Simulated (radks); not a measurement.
The numbers below are computed, except where a source is named.
Problem. Successive ionisation energies (eV) of one element, from differences of total energies of ions in their ground configurations, starting at charge 42: 3236.6, 3345.8, 3719.6, 3815.7, 3910.5, 4036.3, 4135.1, 4232.5. Level of theory: scalar-relativistic Kohn-Sham, PBE, spin-polarised, spherical densities, finite nucleus; open shells are filled with parallel spins first (spin-orbit coupling, left out, can overturn this in heavy ions); Fermi nuclear charge, rms radius 5.0819 fm (a radial shooting solver on a logarithmic mesh with Libxc functionals). Which element is it?

Solution. Samarium (Z = 62). The first species listed is Sm42+ in [Ar] 3d2, the last Sm49+ in [Ne] 3s2 3p1.
